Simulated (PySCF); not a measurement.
Computed properties of SbI2, SMILES [I][Sb+][I]

SbI2, SMILES [Sb+]([I])[I] (connectivity only; charge and spin as stated), charge +1, multiplicity 1. Geometry: PBE0-D3(BJ)/def2-SVP. The spin state was assumed, not searched. The isomer is the one that the SMILES or the coordinates give; other isomers of the formula were not compared. The def2 effective core potentials stand for the cores of I, Sb; spin–orbit coupling is left out. The values are those of a single conformer. All values are computed for the isolated molecule unless a solvent is named; none is compared with measurement here.

**Structure.** The optimised structure has C2v symmetry. All 3 harmonic modes at PBE0-D3(BJ)/def2-SVP (PySCF) are real, so it is a minimum. With heavy atoms numbered as in [Sb+:1]([I:2])[I:3], the shortest bond between them is Sb1–I2 at 2.631 Å and the longest Sb1–I3 at 2.631 Å.

**Vibrations.** The strongest infrared lines (harmonic, unscaled, degenerate partners summed) lie at 238 cm⁻¹ (37 km/mol, Sb 56 %, I 44 %), 230 cm⁻¹ (8 km/mol, I 53 %, Sb 47 %), 72 cm⁻¹ (1 km/mol, I 79 %, Sb 21 %). The softest mode is at 72 cm⁻¹ and the zero-point energy is 0.8 kcal/mol.

**Electronic structure.** CAM-B3LYP/def2-TZVPD (PySCF) places the frontier levels at -13.86 and -8.61 eV, a gap of 5.25 eV and a mean polarisability of 105.4 bohr³. PBE/def2-TZVPD (PySCF) at the same geometry gives -11.58 and -9.97 eV, so its gap is 3.64 eV narrower. An orbital gap is neither the optical nor the fundamental gap.

**Excitations.** TDA-M06-2X/def2-SVPD (PySCF) has S1 at 2.37 eV (523 nm, f = 0.000, dark); the most intense of the 10 singlets computed lies at 3.25 eV (f = 0.06). T1 (TDA) is at 1.69 eV, 0.68 eV under S1. TDA-PBE/def2-SVPD (PySCF) puts S1 at 1.68 eV.
